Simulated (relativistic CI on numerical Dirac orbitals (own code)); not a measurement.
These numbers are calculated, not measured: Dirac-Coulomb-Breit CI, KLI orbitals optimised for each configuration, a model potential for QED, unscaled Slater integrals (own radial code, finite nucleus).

The strongest absorption lines from the ground level of an ion, among the configurations computed and to levels below about 1900 eV (vacuum wavelength in nm, gf): 0.65403 (0.15), 0.65532 (0.034), 0.82942 (0.018), 0.84545 (0.019), 0.86563 (0.43), 0.86954 (0.24), 10.957 (0.15), 22.709 (0.0024).

Which ion is it?
A. Cu²⁷⁺
B. As²⁹⁺
C. Co²³⁺
D. Cu²⁵⁺

D. Cu²⁵⁺ has 4 electrons and the ground level 2s² ¹S0; the strongest line goes to 2s3p ¹P°1. The pattern of lines fixes the number of electrons, and along that sequence the line energies rise steadily with the charge (about as its square where n changes within one kind of shell, about linearly where n is kept but much faster in heavy ions where fine structure, which grows about as Z⁴, sets the gap, and irregularly where shells cross), which fixes Z. Configurations outside the model, such as inner-shell arrays, can give stronger lines. At this charge energies of transitions that change n are usually good to better than 1 %, and those within a shell (Δn = 0) to a few per cent.

LS names give the leading component of a level, which can be under half, so a name can repeat, a term be missing and a line seem to break the LS rules.
